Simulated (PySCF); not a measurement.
HoP: frontier orbitals

PBE0 at R = 2.314 Å; Ho x2c-SVPall, P x2c-SVPall; spin-free X2C with a Gaussian nucleus (PySCF 2.14). State: quintet, about 10.1 electrons in the 4f shell (Mulliken), real f orbitals that mix terms. Only the outer orbitals are listed, counted within each symmetry.

| spin | orbital | occ. | ε (eV) | on Ho (%) | main shells (%) |
| --- | --- | --- | --- | --- | --- |
| α | 17σ | 1 | -5.15 | 63 | 54 Ho s, 33 P p |
| α | 9π | 1 | -4.98 | 41 | 58 P p, 36 Ho d |
| α | 9π | 1 | -4.94 | 41 | 59 P p, 36 Ho d |
| α | 18σ | 0 | -2.58 | 71 | 32 Ho d, 32 Ho s, 27 P p |
| α | 4δ | 0 | -1.15 | 100 | 100 Ho d |
| α | 4δ | 0 | -1.09 | 100 | 100 Ho d |
| β | 1φ | 1 | -10.44 | 100 | 100 Ho f |
| β | 3δ | 1 | -10.29 | 100 | 100 Ho f |
| β | 16σ | 1 | -10.27 | 99 | 98 Ho f |
| β | 17σ | 1 | -5.44 | 37 | 60 P p, 25 Ho s, 10 Ho d |
| β | 8π | 1 | -5.08 | 37 | 62 P p, 24 Ho d, 9 Ho f |
| β | 8π | 1 | -5.06 | 35 | 64 P p, 25 Ho d |
| β | 18σ | 0 | -2.48 | 91 | 62 Ho s, 20 Ho d, 9 Ho p |
| β | 9π | 0 | -1.93 | 96 | 91 Ho f |
| β | 9π | 0 | -1.77 | 98 | 96 Ho f |

**Question.** Which are the highest filled and the lowest empty level, where do they sit, and how wide is the gap?

**Answer.** Highest filled α 9π at -4.94 eV (in %: 59 P p, 36 Ho d); lowest empty α 18σ at -2.58 eV (in %: 32 Ho d, 32 Ho s, 27 P p); the gap at PBE0 is 2.36 eV.

```json
{"bond order (Mayer)": "3.03", "⟨S²⟩": "6.155", "charge on Ho (Mulliken, basis-dependent)": "0.23", "charge on Ho (Löwdin, basis-dependent)": "-0.01", "dipole moment (positive dipole means Ho(−)P(+))": "-6.41 D", "polarisability along the bond": "175.3 bohr³", "polarisability across the bond": "77.1 bohr³"}
```

Spin–orbit coupling is left out. With d or f electrons several states lie close, and the lowest PBE0 determinant need not be the measured ground state.
